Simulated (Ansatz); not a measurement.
Input for Ansatz (a quantum-chemistry and plane-wave program): R-B97M-V/def2-TZVPPD on N-methylmethanimine (SMILES C=NC). Files ending in .json are basis or fitting sets from the Basis Set Exchange.

Ansatz 0.2 input:
```yaml
crystal:
  periodic: [false, false, false]
  atoms:
    - {symbol: C, position_ang: [-0.87117176, 0.98217052, 0.08530888]}
    - {symbol: N, position_ang: [-0.11875750, 0.13958578, 0.64317204]}
    - {symbol: C, position_ang: [0.56416924, -0.86247084, -0.15016902]}
    - {symbol: H, position_ang: [-1.37650676, 1.72740964, 0.69348369]}
    - {symbol: H, position_ang: [-1.04150251, 0.99873208, -0.99527204]}
    - {symbol: H, position_ang: [0.34360864, -0.78095898, -1.21971435]}
    - {symbol: H, position_ang: [1.63898639, -0.76360373, 0.00986895]}
    - {symbol: H, position_ang: [0.27397852, -1.85130364, 0.20846698]}
basis:
  gaussian:
    orbitals: def2-TZVPPD.json
hamiltonian:
  xc: {name: B97M-V}
scf: {lower_state_search: off}
```

It printed:

```
WARN ansatz: RAYON_NUM_THREADS=1 ignored (pool sized by the plan → 1); use --threads N
Functional definition: B97M-V
these checks for a lower state are left out or cut short: stability, starts, cluster_reference, orbital_swaps, neighbouring_geometries, increment
integrals: 0.08 GiB planned
822 factors; their error is unknown
mean field: 0.82 GiB planned
mean field evaluation 1: about -3639.1211 eV, gradient 5.3e1 eV
mean field evaluation 2: about -3626.0856 eV, gradient 8.7e1 eV
mean field evaluation 4: about -3645.8015 eV, gradient 5.6e0 eV
mean field evaluation 8: about -3645.8430 eV, gradient 6.8e-1 eV
mean field evaluation 16: about -3645.8435 eV, gradient 1.3e-5 eV
mean field -3645.84350880 eV, -133.9822777069 hartree, gradient 3.3e-6 eV, S^2 0.000000; 0 other end points of the search recorded, 0 dependent functions left out
reference -3645.84356400 eV, -133.9822797354 hartree; 12, 12 occupied and 184, 184 virtual orbitals, 822 factors
Total energy: -3645.84356400 eV, -133.9822797354 hartree
Checks for a lower state left out: stability, starts, cluster_reference, orbital_swaps, neighbouring_geometries, increment
```

The calculation finished and met its thresholds.

Cost: around 1.7 core-seconds (rough).
